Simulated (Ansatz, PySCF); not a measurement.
Gas-phase reaction in SMILES: BC (CH5B) -> B[CH2-] + H+
Geometries: B3LYP-D3(BJ)/def2-TZVP minima from Ansatz (a first-principles code), one conformer each, not searched for the lowest. Frequencies are from Ansatz.

Quantity: gas-phase deprotonation energy (enthalpy at 298 K, with B3LYP-D3(BJ) rigid-rotor harmonic-oscillator terms), in eV. Valence correlation only, unless marked. No spin-orbit coupling. Non-relativistic. Anions need diffuse functions: def2-D sets add few; the other sets have none. CBS marks a two-point X^-3 extrapolation of the correlation energy; Hartree-Fock from the larger set.

```json
[
 {"level": "r2SCAN-D3(BJ)/def2-TZVPD", "program": "Ansatz + dftd3", "gas-phase deprotonation energy (eV)": "15.79"},
 {"level": "B3LYP-D4/def2-TZVPD", "program": "Ansatz + dftd4", "gas-phase deprotonation energy (eV)": "15.77"},
 {"level": "PBE0-D3(BJ)/def2-TZVP", "program": "Ansatz + dftd3", "gas-phase deprotonation energy (eV)": "15.87"},
 {"level": "PBE0-D4/def2-TZVP", "program": "Ansatz + dftd4", "gas-phase deprotonation energy (eV)": "15.85"},
 {"level": "r2SCANh-D4/def2-TZVPD", "program": "Ansatz + dftd4", "gas-phase deprotonation energy (eV)": "15.81"},
 {"level": "PW6B95-D4/def2-TZVPD", "program": "PySCF + dftd4", "gas-phase deprotonation energy (eV)": "15.79"},
 {"level": "HSE06-D3(BJ)/def2-TZVPD", "program": "Ansatz + dftd3", "gas-phase deprotonation energy (eV)": "…"},
 {"level": "wB97X-V/def2-TZVPD", "program": "Ansatz", "gas-phase deprotonation energy (eV)": "15.93"},
 {"level": "B2GP-PLYP/def2-TZVPD", "program": "Ansatz", "gas-phase deprotonation energy (eV)": "15.79"},
 {"level": "RPA@PBE/cc-pVQZ", "program": "Ansatz", "gas-phase deprotonation energy (eV)": "…"},
 {"level": "SCS-MP2/cc-pVDZ", "program": "Ansatz", "gas-phase deprotonation energy (eV)": "16.21"},
 {"level": "SCS-MP2/cc-pVTZ", "program": "Ansatz", "gas-phase deprotonation energy (eV)": "16.02"},
 {"level": "SCS-MP2/cc-pVQZ", "program": "Ansatz", "gas-phase deprotonation energy (eV)": "15.93"},
 {"level": "CCSD(T)/CBS(def2-TZVPPD,def2-QZVPPD)", "program": "Ansatz", "gas-phase deprotonation energy (eV)": "…"}
]
```

Task: Some entries are withheld; supply them.

Result: 
- HSE06-D3(BJ)/def2-TZVPD, gas-phase deprotonation energy (eV): 15.82
- RPA@PBE/cc-pVQZ, gas-phase deprotonation energy (eV): 16.00
- CCSD(T)/CBS(def2-TZVPPD,def2-QZVPPD), gas-phase deprotonation energy (eV): 15.78
